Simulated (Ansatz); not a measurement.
Compare A (`C=CCCC(=O)OCC`) with its isomer B (`CC(=O)/C=C(\O)C(C)C`).

Gas-phase electronic energies from Ansatz, PBE0-D4/def2-TZVP geometries. CBS: MP2 limit from def2 TZ/QZ plus the TZ coupled-cluster correction, frozen cores. Functionals use def2-TZVPP. B3LYP here is the variant with VWN-RPA as its local correlation; programs differ in this. Each species was taken in one conformer, which may not be the lowest.

(1) Which is lower in electronic energy at CCSD(T)/CBS, and by how much? (An estimate is asked.)

(2) Give E(B) − E(A) in kJ/mol with PBE0-D4, CCSD/def2-TZVPP, HF/def2-TZVPP, B3LYP-D4, CCSD(T)/def2-SVP, MP2/def2-TZVPP, B3LYP. (Estimate.)

Largest T1 diagnostic: 0.015.

## Answers

(1) The calculation gave: B, by 44.2 kJ/mol.

(2) Ansatz gave: PBE0-D4 -61.5, CCSD/def2-TZVPP -34.7, HF/def2-TZVPP -10.3, B3LYP-D4 -53.2, CCSD(T)/def2-SVP -40.7, MP2/def2-TZVPP -54.6, B3LYP -48.0. None reverses the order clearly.

Leaving LDA and LC-ωPBE aside and taking each functional with its dispersion term where it has one, the values, not all of them listed here, spread over 27.3 kJ/mol, from PBE-D4 to BHLYP-D4. LDA lies −22.5 kJ/mol from PBE without D4. From BLYP to BHLYP (50 % exact exchange), in def2-TZVPP and without D4, E(B) − E(A) moves by +13.1 kJ/mol.
